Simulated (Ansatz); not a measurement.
Si₂₀H₃₀, a nanocrystal cut from cubic silicon, relaxed as a singlet with RKS PBE-D4/def2-SVP in Ansatz, starting from the GFN2-xTB geometry. Force threshold 0.03 eV/Å.

Single mean-field runs in def2-SVP are fitted with def2-universal-jkfit.

Start:

```xyz
50

Si    0.475   -2.092   -2.056
Si    2.894   -2.846    0.858
Si    1.615    1.714   -1.811
Si    3.946    0.674    1.087
Si   -1.271   -3.843    0.903
Si   -2.255    0.789   -1.766
Si   -3.799   -1.178    1.174
Si    0.034   -0.089    1.214
Si    1.005    3.774    1.395
Si   -2.575    2.920    1.436
Si    2.573   -2.919   -1.435
Si   -1.007   -3.775   -1.397
Si   -0.036    0.089   -1.214
Si    2.254   -0.789    1.766
Si    3.799    1.177   -1.169
Si    1.272    3.842   -0.904
Si   -1.615   -1.716    1.810
Si   -3.946   -0.674   -1.081
Si   -2.894    2.848   -0.857
Si   -0.478    2.092    2.054
H     0.430   -1.966   -3.528
H     2.179   -3.962    1.489
H     4.296   -3.128    1.202
H     1.560    1.809   -3.286
H     5.262    0.101    1.412
H     3.934    1.917    1.868
H    -0.111   -4.506    1.511
H    -2.379   -4.733    1.282
H    -2.281    0.892   -3.241
H    -4.709   -2.278    1.530
H    -4.329   -0.057    1.962
H     2.318    3.619    2.035
H     0.548    5.074    1.911
H    -3.662    2.196    2.106
H    -2.741    4.290    1.948
H     2.739   -4.288   -1.948
H     3.659   -2.195   -2.108
H    -0.547   -5.074   -1.913
H    -2.319   -3.622   -2.038
H     2.278   -0.892    3.241
H     4.332    0.061   -1.959
H     4.708    2.277   -1.527
H     2.381    4.731   -1.283
H     0.114    4.507   -1.514
H    -1.557   -1.811    3.284
H    -3.932   -1.916   -1.864
H    -5.262   -0.105   -1.411
H    -4.294    3.134   -1.205
H    -2.177    3.962   -1.489
H    -0.431    1.967    3.526
```

(1) Estimate the energy that the relaxation releases and the steps that it takes.

(2) Does the start keep its bonding and symmetry?

(3) Predict the relaxed structure.

Answers

(1) 75.8 kJ/mol, in 4 steps; 40 s on 2 threads of AMD EPYC 7R13 on a shared host and a share (18 GiB) of an NVIDIA H100 80GB HBM3. No frequencies were taken in this run, so the end may be a saddle point.

(2) By distances, no bond broke or formed. The bond that changes most is Si8–Si13, from 2.44 to 2.34 Å (atoms count from 1). Point group D3d at the start, D3d at the end, both within 0.05 Å.

(3) 
```xyz
50

Si    0.459   -2.022   -2.106
Si    2.842   -2.834    0.885
Si    1.565    1.672   -1.868
Si    3.896    0.691    1.113
Si   -1.230   -3.809    0.931
Si   -2.193    0.773   -1.825
Si   -3.762   -1.140    1.201
Si    0.033   -0.085    1.168
Si    1.022    3.720    1.416
Si   -2.564    2.865    1.457
Si    2.563   -2.864   -1.458
Si   -1.023   -3.721   -1.417
Si   -0.034    0.085   -1.169
Si    2.192   -0.773    1.825
Si    3.762    1.140   -1.199
Si    1.231    3.809   -0.932
Si   -1.565   -1.673    1.868
Si   -3.896   -0.691   -1.111
Si   -2.842    2.835   -0.886
Si   -0.460    2.022    2.106
H     0.415   -1.910   -3.614
H     2.083   -3.985    1.492
H     4.306   -3.037    1.198
H     1.520    1.781   -3.376
H     5.221    0.022    1.398
H     3.867    1.989    1.876
H    -0.016   -4.485    1.512
H    -2.433   -4.654    1.278
H    -2.235    0.882   -3.333
H    -4.636   -2.332    1.513
H    -4.304    0.036    1.970
H     2.386    3.549    2.031
H     0.464    5.038    1.902
H    -3.690    2.100    2.102
H    -2.650    4.295    1.935
H     2.649   -4.294   -1.936
H     3.688   -2.099   -2.103
H    -0.464   -5.038   -1.902
H    -2.387   -3.551   -2.033
H     2.233   -0.883    3.333
H     4.305   -0.036   -1.967
H     4.635    2.333   -1.511
H     2.435    4.653   -1.278
H     0.018    4.486   -1.515
H    -1.518   -1.782    3.376
H    -3.866   -1.989   -1.874
H    -5.221   -0.024   -1.397
H    -4.305    3.040   -1.200
H    -2.081    3.984   -1.493
H    -0.416    1.910    3.613
```
Bond lengths: 25 × Si–Si 2.34 to 2.36 Å; 30 × H–Si 1.51 Å.
